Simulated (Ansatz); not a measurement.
C$_{2}$H$_{8}$SSn (`SC[CH2][SnH3]`), charge 0, multiplicity 1.

(1) Give a relaxed structure at PBE0-D4/def2-TZVP (Ansatz). (An estimate is asked.)

Results:

(1) Computed: 
```xyz
12

S     1.069   -1.105   -2.291
C     0.848   -0.439   -0.608
C    -0.593   -0.006   -0.438
Sn   -0.982    0.804    1.519
H     2.374   -1.405   -2.188
H     1.529    0.404   -0.473
H     1.112   -1.214    0.114
H    -0.857    0.758   -1.172
H    -1.271   -0.850   -0.589
H     0.017    2.166    1.777
H    -2.621    1.265    1.648
H    -0.625   -0.377    2.702
```
Point group Cs.
This is one stationary point; other conformers may exist.
